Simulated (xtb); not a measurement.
xtb input (GFN2-xTB):

```bash
xtb mol.xyz --gfn 2 --sp --chrg 1 --uhf 0
```
mol.xyz:
```
4

O      0.29003508     0.10104762    -1.12736676
O      0.32920390     0.08660056     0.41850184
H      1.21176731     0.36559278    -1.28986981
O     -0.77070989    -0.23334728     0.87009864
```

End of the output:

```
         :::::::::::::::::::::::::::::::::::::::::::::::::::::
         ::                     SUMMARY                     ::
         :::::::::::::::::::::::::::::::::::::::::::::::::::::
         :: total energy             -11.868462129473 Eh    ::
         :: gradient norm              0.192879890392 Eh/a0 ::
         :: HOMO-LUMO gap              1.939117028776 eV    ::
         ::.................................................::
         :: SCC energy               -11.890146617323 Eh    ::
         :: -> isotropic ES            0.155106488359 Eh    ::
         :: -> anisotropic ES          0.009802887602 Eh    ::
         :: -> anisotropic XC         -0.007743233466 Eh    ::
         :: -> dispersion             -0.000575072300 Eh    ::
         :: repulsion energy           0.021684487850 Eh    ::
         :: add. restraining           0.000000000000 Eh    ::
         :: total charge               1.000000000000 e     ::
         :::::::::::::::::::::::::::::::::::::::::::::::::::::

           -------------------------------------------------
          |                Property Printout                |
           -------------------------------------------------

    * Orbital Energies and Occupations

         #    Occupation            Energy/Eh            Energy/eV
      -------------------------------------------------------------
         1        2.0000           -1.1738902             -31.9432
         2        2.0000           -1.1067222             -30.1154
         3        2.0000           -1.0480838             -28.5198
         4        2.0000           -1.0071969             -27.4072
         5        2.0000           -0.9895521             -26.9271
         6        2.0000           -0.9594642             -26.1083
         7        2.0000           -0.8899908             -24.2179
         8        2.0000           -0.8363270             -22.7576
         9        2.0000           -0.8289404             -22.5566 (HOMO)
        10                         -0.7576791             -20.6175 (LUMO)
        11                         -0.6108725             -16.6227
        12                         -0.2426725              -6.6035
        13                         -0.1664132              -4.5283
      -------------------------------------------------------------
                  HL-Gap            0.0712612 Eh            1.9391 eV
Note: The following floating-point exceptions are signalling: IEEE_DENORMAL
normal termination of xtb
             Fermi-level           -0.7933097 Eh          -21.5871 eV

     #   Z          covCN         q      C6AA      α(0)
     1   8 O        1.589    -0.078    15.576     5.326
     2   8 O        1.764     0.401    10.212     4.315
     3   1 H        0.804     0.443     0.413     1.009
     4   8 O        0.979     0.234    12.296     4.704

 Mol. C6AA /au·bohr⁶  :        127.229380
 Mol. C8AA /au·bohr⁸  :       2502.997642
 Mol. α(0) /au        :         15.353595

Wiberg/Mayer (AO) data.
largest (>0.10) Wiberg bond orders for each atom

 ---------------------------------------------------------------------------
     #   Z sym  total        # sym  WBO       # sym  WBO       # sym  WBO
 ---------------------------------------------------------------------------
     1   8 O    2.373 --     2 O    1.055     3 H    0.798     4 O    0.520
     2   8 O    2.857 --     4 O    1.801     1 O    1.055
     3   1 H    0.804 --     1 O    0.798
     4   8 O    2.326 --     2 O    1.801     1 O    0.520
 ---------------------------------------------------------------------------

Topologies differ in total number of bonds
Writing topology from bond orders to xtbtopo.mol

molecular dipole:
                 x           y           z       tot (Debye)
 q only:        0.881       0.254      -0.212
   full:        1.092       0.314      -0.212       2.938
molecular quadrupole (traceless):
                xx          xy          yy          xz          yz          zz
 q only:        1.239       1.326      -2.792      -4.117      -1.248       1.553
  q+dip:        1.394       1.175      -2.149      -4.117      -1.224       0.755
   full:        0.919       0.891      -1.698      -4.236      -1.249       0.779

           -------------------------------------------------
          | TOTAL ENERGY              -11.868462129473 Eh   |
          | GRADIENT NORM               0.192879890392 Eh/α |
          | HOMO-LUMO GAP               1.939117028776 eV   |
           -------------------------------------------------

------------------------------------------------------------------------
------------------------------------------------------------------------
 total:
 SCF:
```

This state (charge 1, singlet) is run at the relaxed geometry of the species with charge 0 and multiplicity 2.
